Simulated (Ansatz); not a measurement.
Cl2Te (SMILES Cl[Te]Cl) moved off its minimum; all values from Ansatz (an electronic-structure program), cores frozen in correlated methods. Elements past Kr take the def2 small-core potentials, without spin–orbit coupling.
(charge 0, multiplicity 1)
```xyz
3

Te     0.03951    -0.04144     0.60184
Cl     1.09795     1.39864    -0.91382
Cl    -1.22359    -1.30499    -0.90960
```

Forces at HF/def2-TZVPP (eV/Å):

```tsv
atom	Fx	Fy	Fz
Te1	-0.011	0.052	-0.477
Cl2	-0.211	-0.281	0.253
Cl3	0.223	0.229	0.225
```

Q: Give the forces (eV/Å), the total energy and the dipole at CCSD(T)/def2-TZVPPD.

A: 
```
atom      Fx      Fy      Fz
----  ------  ------  ------
Te1    0.018   0.026  -0.040
Cl2   -0.052  -0.065   0.033
Cl3    0.034   0.038   0.006
```
Energy -1186.6332 hartree, dipole 1.92 D.
